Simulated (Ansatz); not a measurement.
Pulling on the C3–H4 bond in CH4Cd (SMILES [CH3][CdH]) (multiplicity 1 held, fragments rigid). Energies count from the point at 1.090 Å.
Geometry at that point (charge 0, multiplicity 1):
```xyz
6

Cd    -0.281    -0.151    -0.041
H     -1.750    -0.942    -0.258
C      1.581     0.851     0.233
H      2.031     0.559     1.183
H      1.433     1.931     0.235
H      2.271     0.595    -0.572
```

R- and RO- levels are restricted; in cc, def2 and unpolarised 6-31G sets they are followed outwards from rest. Unrestricted levels (U-) break spin symmetry where that is lower. Active spaces are followed from a long bond inwards. Levels need not reach the same state.

Cores are frozen in the correlated methods.

Run with Ansatz (a quantum-chemistry and plane-wave program). Values without a source in brackets are computed. In def2 rows elements past Kr take small-core potentials, without spin–orbit coupling.

Energies in kcal/mol.

```csv
R (Å),R-SCS-MP2/def2-SVP,R-CCSD/def2-SVP,U-CCSD/def2-SVP,"FIC-MRCISD+Q on CASSCF(2,2)/def2-SVP"
0.872,33.1,33.0,33.0,33.1
0.981,7.1,7.1,7.1,7.2
1.090,0.0,0.0,0.0,0.0
1.199,3.2,3.1,3.1,3.0
1.308,11.7,11.5,11.5,11.3
1.472,28.9,28.2,28.2,27.7
1.636,47.4,45.7,45.7,44.7
1.908,75.6,71.5,72.2,69.3
2.181,98.5,90.8,91.7,86.8
2.508,119.1,106.2,104.2,99.5
2.944,136.5,117.0,109.0,107.1
3.489,145.3,122.3,110.1,109.9
```

Doubts at one or more of the structures used: a restricted determinant that unrestricted orbitals would lower (R-SCS-MP2/def2-SVP, R-CCSD/def2-SVP); other coupled-cluster roots lie near (R-CCSD/def2-SVP); T1 above 0.05 (R-CCSD/def2-SVP, U-CCSD/def2-SVP); a spin-contaminated determinant (U-CCSD/def2-SVP).
